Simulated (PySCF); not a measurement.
BrZn, neutral, multiplicity 2. Atoms are numbered in the order given.

```xyz
2

Zn     0.0000     0.0000    -1.2429
Br     0.0000     0.0000     1.0653
```
Charge 0, spin multiplicity 2.

Geometry optimised at PBE0-D3(BJ)/def2-TZVP. The multiplicity is an assumed one; other spin states were not compared.

Level of theory: PBE/def2-TZVPD in PySCF.

Isolated molecule, no solvent.

```yaml
total_energy: -4352.92091 hartree
point_group: C∞v
"α spin, highest occupied and lowest empty level": -5.62 and -1.75 eV
"β spin, highest occupied and lowest empty level": -6.94 and -4.57 eV
dipole_moment: 2.37 D
mean_static_polarisability: 58.5 bohr³ (8.67 Å³)
polarisability_principal_values: 49.0, 49.0, 77.5 bohr³
"⟨S²⟩": 0.752 (pure state 0.75)
```
